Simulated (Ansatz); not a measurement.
`FCC(F)(F)C(F)(F)F` → `FC(F)(F)C(F)(F)F` + `[CH2]` (triplet) at 600 K and 1 bar (formal loss of a carbene).

Program: Ansatz. Geometries: PBE0-D4/def2-TZVP. ΔE: electronic, gas phase. CCSD(T)/CBS is the MP2 limit (def2-TZVPP, def2-QZVPP) plus CCSD(T) − MP2 in def2-TZVPP, frozen cores. This one scheme is used for every species. Triplets are unrestricted, without spin–orbit coupling. Each species was taken in one conformer, which may not be the lowest.

| species | CCSD(T)/CBS energy (Eh) | H − E (kJ/mol) | S (J/(mol·K)) |
| --- | --- | --- | --- |
| `FCC(F)(F)C(F)(F)F` | -714.09975 | 224.9 | 488.8 |
| `FC(F)(F)C(F)(F)F` | -674.85415 | 136.9 | 419.9 |
| `[CH2]` (triplet) | -39.09499 | 66.5 | 220.8 |

H − E and S are ideal-gas, rigid-rotor, harmonic terms from PBE0-D4/def2-TZVP, for one conformer and one mirror image of each species, with the whole ground term of open shells counted as degenerate. 1 Eh = 2625.50 kJ/mol, R = 8.31446 J/(mol·K).

**Question.** By hand: ΔE, ΔH, ΔS and ΔG.

**Answer.** ΔE = (-674.85415) + (-39.09499) − (-714.09975) = 0.15061 Eh = 395.4 kJ/mol. Δ(H − E) = 136.9 + 66.5 − 224.9 = -21.5, so ΔH = 373.9 kJ/mol. ΔS = 419.9 + 220.8 − 488.8 = 151.9 J/(mol·K). ΔG = 373.9 − 600 × (151.9)/1000 = 282.8 kJ/mol.

**Question.** By hand: the equilibrium constant, and the temperature at which ΔG would vanish if ΔH and ΔS stayed fixed.

**Answer.** log₁₀ K = −ΔG/(RT ln 10) = -24.6. ΔG = 0 at ΔH/ΔS = 2461 K.

The number of gas molecules changes by +1, which sets the sign of ΔS. A doubt of 5 kJ/mol in ΔE shifts log₁₀ K by 0.4 here. Other conformers and mirror images would add mixing entropy, several J/(mol·K) or more a flexible species. A triplet takes part, so the spin changes. These are equilibria of isolated gas molecules and say nothing of rates. Largest T1 diagnostic: 0.012 (customary marks: 0.02 for closed shells, 0.045 for open ones).
